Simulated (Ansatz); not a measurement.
Computed with Ansatz on PBE0-D4/def2-TZVP structures; ΔE is electronic, products minus reactants. CCSD(T)/CBS adds triple-zeta CCSD(T) − MP2 to the extrapolated MP2 energy (def2 sets, frozen cores). This one scheme is used for every species. DFT in def2-TZVPP. B3LYP here is the variant with VWN-RPA as its local correlation; programs differ in this. HSE06 is defined as in plane-wave codes. For Br outer-core shells are correlated without core-valence functions, which leaves a few kJ/mol of doubt a bond. Scalar relativity is left out up to krypton. One conformer a species, not always the lowest.

`[OH][AlH][SH]` + HBr → `[SH][AlH][Br]` + H₂O  (ligand exchange at the Al–O bond)

| level | ΔE (eV) |
| --- | --- |
| PBE-D4 | -0.32 |
| B3LYP-D4 | -0.25 |
| ωB97X-V | -0.28 |
| ωB97M-V | -0.29 |
| HSE06 | -0.36 |
| CAM-B3LYP | -0.19 |
| CCSD/def2-TZVPP | -0.27 |
| MP2/CBS(def2) | -0.37 |

(1) What does CCSD(T)/CBS give? (Best estimate.)

(2) What do rigid-rotor, harmonic-oscillator terms from PBE0-D4/def2-TZVP frequencies (298.15 K, 1 bar) make of the CCSD(T)/CBS value? (Estimate.)

Largest T1 diagnostic among the species: 0.012.

## Answers

(1) Computed: -0.34 eV. The listed levels differ from it by 0.02, 0.09, 0.06, 0.05, -0.02, 0.15, 0.07, -0.03 eV.

(2) Computed: ΔZPE = +0.08 eV, ΔH = -0.25 eV, ΔS = 5 J/(mol·K), ΔG = -0.26 eV.

From r2SCAN to r2SCAN0 (25 % exact exchange), in def2-TZVPP and without D4, ΔE moves by −0.04 eV. At CCSD(T), def2-SVP lies +0.09 eV from the extrapolated value and def2-TZVPP +0.06 eV.
